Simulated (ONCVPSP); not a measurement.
# Configuration tests for Te (Z = 52) (ONCV)

- Element: tellurium
- Generator: ONCVPSP 4.0.1
- Type: optimised norm-conserving Vanderbilt (ONCV)
- Functional: PBE
- Relativity: scalar-relativistic
- Frozen core: [Kr] 4d10
- Valence charge: 6
- Reference configuration: 5s2 5p4
- Partial waves: 5s: rc 1.90 bohr, ncon 4, nbas 9, qcut 3.7 1/bohr, 2 projectors, debl 3.8 Ha; 5p: rc 2.05 bohr, ncon 5, nbas 9, qcut 3.6 1/bohr, 2 projectors, debl 1.8 Ha; d scattering state at 0.41 Ha: rc 1.75 bohr, ncon 4, nbas 7, qcut 5.3 1/bohr, local
- Local potential: the d channel
- Core correction: none

Energies are relative to the spin-unpolarised reference configuration 5s2 5p4; without spin polarisation the order of configurations can differ from experiment.

```csv
valence configuration,charge,ΔE all-electron (eV),error AE − PS (meV)
5s2 5p1,+3,54.552,-68
5s2 5p3.5,+0.5,3.898,-1.8
```

**Question.** What are ΔE and the potential's error for 5s2 5p2?

**Answer.** ΔE = 27.654 eV all-electron; the error (AE − PS) is -29 meV.

**Question.** What are ΔE and the potential's error for 5s2 5p3?

**Answer.** ΔE = 9.729 eV all-electron; the error (AE − PS) is -6.5 meV.

Levels in the configuration 5s2 5p3:

```
level  all-electron (eV)  pseudo (eV)
   5s            -23.443      -23.454
   5p            -13.683      -13.693
```

Note: ghosts flagged at negative energy: s at -157.8 eV; GHOST(+) flagged for p at 66.3 eV. A true bound ghost makes a file unfit for plane-wave use.
